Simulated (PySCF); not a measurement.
**`C=C[C@@H]1C[C@H](OC)S1(=O)=O`: 4 charge schemes on one density**

Compound: C6H10O3S.
Geometry (GFN2-xTB, Å), atoms numbered from 1 in this order:
```
atom  x, y, z in Å
C1    -3.4800   -0.5688   -0.4586
C2    -2.2337   -0.2536   -0.7740
C3    -1.2323    0.2160    0.1953
C4    -0.2129    1.2593   -0.2734
C5     1.0991    0.6601    0.2287
O6     2.1049    0.6619   -0.7030
C7     3.2407   -0.0734   -0.2940
S8     0.1904   -0.9627    0.4875
O9     0.2551   -1.4514    1.8396
O10    0.3748   -1.9124   -0.5720
H11   -3.8564   -0.4499    0.5442
H12   -4.1695   -0.9553   -1.1880
H13   -1.8681   -0.3900   -1.7823
H14   -1.6599    0.4384    1.1703
H15   -0.4088    2.2595    0.1102
H16   -0.1716    1.2967   -1.3622
H17    1.4202    1.0132    1.2175
H18    3.9423   -0.0392   -1.1241
H19    2.9655   -1.1104   -0.0798
H20    3.6951    0.3727    0.5979
```

Density: PBE0/pcSseg-1 (PySCF); schemes: Mulliken, IAO, Hirshfeld and ESP-fitted. Isolated species at its GFN2-xTB geometry (one conformer only).

Atoms with like bonding are taken together and averaged. At which atom do the 4 schemes differ most?

At S8: from +0.491 (Hirshfeld) to +1.887 e (IAO), 1.396 e apart.

For which atoms does the sign change between the 4 schemes (beyond +0.03 e in one, beyond −0.03 e in another)?

C3 and C5.

Do the Mulliken, IAO, Hirshfeld and ESP-fitted schemes agree on where the charge is highest?

All schemes agree: Mulliken S8 (+1.054); IAO S8 (+1.887); Hirshfeld S8 (+0.491); ESP-fitted S8 (+0.912).

Give the atomic charges in each scheme.

In e; atoms taken as equivalent share a row and are averaged (×n: the atom named and its like, n in all):

| atom | environment | Mulliken | IAO | Hirshfeld | ESP-fitted |
| --- | --- | --- | --- | --- | --- |
| C1 | terminal =CH2 carbon | -0.111 | -0.297 | -0.085 | -0.449 |
| C2 | alkene CH carbon | -0.110 | -0.144 | -0.047 | -0.092 |
| C3 | sp3 carbon bound to sulfur | -0.475 | -0.307 | -0.037 | +0.043 |
| C4 | four-membered-ring carbon | -0.057 | -0.284 | -0.077 | -0.513 |
| C5 | sp3 carbon bound to oxygen | -0.075 | -0.093 | +0.037 | +0.157 |
| O6 | ether oxygen | -0.465 | -0.356 | -0.125 | -0.252 |
| C7 | methoxy carbon | -0.042 | -0.209 | -0.035 | -0.289 |
| S8 | sulfonyl sulfur | +1.054 | +1.887 | +0.491 | +0.912 |
| O9 | sulfonyl oxygen | -0.523 | -0.872 | -0.324 | -0.541 |
| O10 | sulfonyl oxygen | -0.515 | -0.865 | -0.302 | -0.486 |
| H11 | vinylic hydrogen | +0.118 | +0.151 | +0.051 | +0.197 |
| H12 | vinylic hydrogen | +0.127 | +0.162 | +0.055 | +0.197 |
| H13 | vinylic hydrogen | +0.115 | +0.156 | +0.049 | +0.139 |
| H14 | methine hydrogen | +0.155 | +0.165 | +0.054 | +0.094 |
| H15 | methylene hydrogen | +0.159 | +0.160 | +0.054 | +0.194 |
| H16 | methylene hydrogen | +0.147 | +0.166 | +0.053 | +0.176 |
| H17 | methine hydrogen | +0.135 | +0.139 | +0.044 | +0.076 |
| H18/H19/H20 | methyl hydrogen | +0.121 | +0.147 | +0.048 | +0.146 |

Mean size of the charges over all atoms: IAO 0.343 e, ESP-fitted 0.262 e, Mulliken 0.237 e, Hirshfeld 0.103 e. Each set sums to the total charge, 0, to within 0.001 e. The Hirshfeld scheme divides the density at each point in proportion to the densities of the neutral, spherically averaged free atoms.

Some averages cover members that differ in this geometry: H18/H19/H20, IAO +0.130 to +0.169; H18/H19/H20, ESP-fitted +0.130 to +0.168; H18/H19/H20, Mulliken +0.102 to +0.133 e.

How closely do the schemes follow one another over all atoms?

Correlation coefficient and root-mean-square difference: IAO with Hirshfeld 0.98, 0.383 e; Mulliken with IAO 0.96, 0.235 e; Mulliken with Hirshfeld 0.94, 0.199 e; Hirshfeld with ESP-fitted 0.92, 0.200 e; IAO with ESP-fitted 0.91, 0.273 e; Mulliken with ESP-fitted 0.83, 0.199 e.

Sum the charges by element, for elements with more than one atom.

```json
{"element": "C", "atoms": "6", "Mulliken": "-0.869", "IAO": "-1.334", "Hirshfeld": "-0.244", "ESP-fitted": "-1.144"}
{"element": "O", "atoms": "3", "Mulliken": "-1.502", "IAO": "-2.093", "Hirshfeld": "-0.752", "ESP-fitted": "-1.278"}
{"element": "H", "atoms": "10", "Mulliken": "+1.317", "IAO": "+1.540", "Hirshfeld": "+0.505", "ESP-fitted": "+1.510"}
```

How many electrons does the Hirshfeld scheme count on C5?

Z − q = 6 − (+0.037) = 5.963.
